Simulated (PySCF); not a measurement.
Input of a run (PBE0-D3(BJ)/def2-SVP geometry optimisation, gas phase, def2 core potentials past Kr (PySCF 2.14.0)), started from GFN2-xTB:
```
{"job": {"xc": "PBE0", "basis": "def2-SVP", "d3": "d3bj", "grid": 1, "maxiter": 40, "shake": 0.03, "kind": "geom"}, "charge": 0, "multiplicity": 1}
Sn     0.060800    -0.075970     0.013060
N      0.015490     0.302300     2.000470
H      0.643030    -0.292210     2.443070
H     -0.763910     0.116640     2.422060
N      1.920530    -0.405720    -0.538560
H      2.562910     0.219870    -0.004710
H      2.130630    -0.208260    -1.487710
N     -0.685310     1.631250    -1.008050
H     -0.488700     2.497530    -0.472320
H     -1.751740     1.594600    -0.999730
N     -1.257460    -1.545570    -0.473590
H     -1.498860    -1.483230    -1.450240
H     -0.856780    -2.403320    -0.421560
```

Output (energies in Eh, forces in Eh/bohr):
```
step   0  E = -437.68426547  max force = 0.131453
step   1  E = -437.71435395  max force = 0.008947
step   2  E = -437.71545349  max force = 0.007223
step   3  E = -437.71577817  max force = 0.002352
step   4  E = -437.71589911  max force = 0.001087
step   5  E = -437.71596437  max force = 0.001086
step   6  E = -437.71601225  max force = 0.000740
step   7  E = -437.71605203  max force = 0.000851
step   8  E = -437.71613421  max force = 0.001243
step   9  E = -437.71622232  max force = 0.002145
step  10  E = -437.71632104  max force = 0.001892
step  11  E = -437.71640648  max force = 0.000755
step  12  E = -437.71642299  max force = 0.000510
step  13  E = -437.71643642  max force = 0.000309
optimisation converged
```

**Question.** Summarise the run.

**Answer.** The energy falls by 0.875 eV over 14 energy and gradient evaluations, the largest force component goes from 0.1315 to 3.1e-04 Eh/bohr, and the atoms move by 0.176 Å rms after alignment. The bond that changes most is N2–H4 (ends: nitrogen bonded to Sn and 2 H; hydrogen on nitrogen), which lengthens by 0.113 Å. Bonds longer at the end by more than 0.005 Å: 7 of 12; shorter: 4. Among the angles that change most is N2–Sn1–N5, from 109.1° to 102.2°. Among the dihedrals that turn most is N11–Sn1–N8–H9, from 147° to 174°. The energy never rose by more than 1e-6 Eh on the way. The first step brought 94 % of the lowering.

**Question.** What are the final bond lengths?

**Answer.** Sn1–N2 2.037 Å, Sn1–N5 2.037 Å, Sn1–N8 2.037 Å, Sn1–N11 2.037 Å, N2–H3 1.019 Å, N2–H4 1.018 Å, N5–H6 1.019 Å, N5–H7 1.018 Å, N8–H9 1.018 Å, N8–H10 1.019 Å, N11–H12 1.019 Å, N11–H13 1.018 Å. Numbering counts from 1 in the input's order; the species is Sn(NH2)4, `[NH2][Sn]([NH2])([NH2])[NH2]`.

The run used 122 basis functions and 94 SCF cycles in all. Hardware: an Arm Neoverse V2 with one thread, shared host with 32 logical CPUs at a one-minute load of 19. Cost: 93 s of wall time, 0.46 GiB resident at most.

PBE0-D3(BJ)/def2-SVP frequencies: not computed here.
